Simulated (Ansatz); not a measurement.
Isomers of BaO$_{2}$⁻ (doublet), relaxed with r2SCAN-D4/def2-TZVPD; total energies from Ansatz at PBE0-D4/def2-TZVPD.

```tsv
isomer	description	energy (Eh)
A	point group C2v; 2 × Ba–O 2.26 Å; 1 × O–O 1.50 Å	-175.82178
B	point group C2v; 2 × Ba–O 2.18 Å	-175.82663
```

In the def2 sets Ba takes a core potential; there is no spin–orbit coupling.

A: The highest occupied level of the charge -1 doublet lies above zero (up to 0.42 eV). The electron is either unbound and held by the finite basis, or the level is raised by self-interaction error.

The isomers come from a short search, and lower ones may exist.

**Question.** Work out the relative energies (1 Eh = 2625.5 kJ/mol) and the Boltzmann populations at 298 K from electronic energies alone (R = 8.314 J/mol/K).

**Answer.** ΔE: A 12.7, B 0.0 kJ/mol. RT = 2.48 kJ/mol. Factors exp(−ΔE/RT): A 0.00597, B 1; sum 1.006. Populations: A 0.6 %, B 99.4 %. Zero-point energy, vibrational entropy and symmetry numbers are left out and can shift these; an error of 4 kJ/mol changes a ratio by a factor of 5.0. Over the other density-functional and correlated levels in def2 sets, the gap between B and A ranges from -115 to 42 kJ/mol.
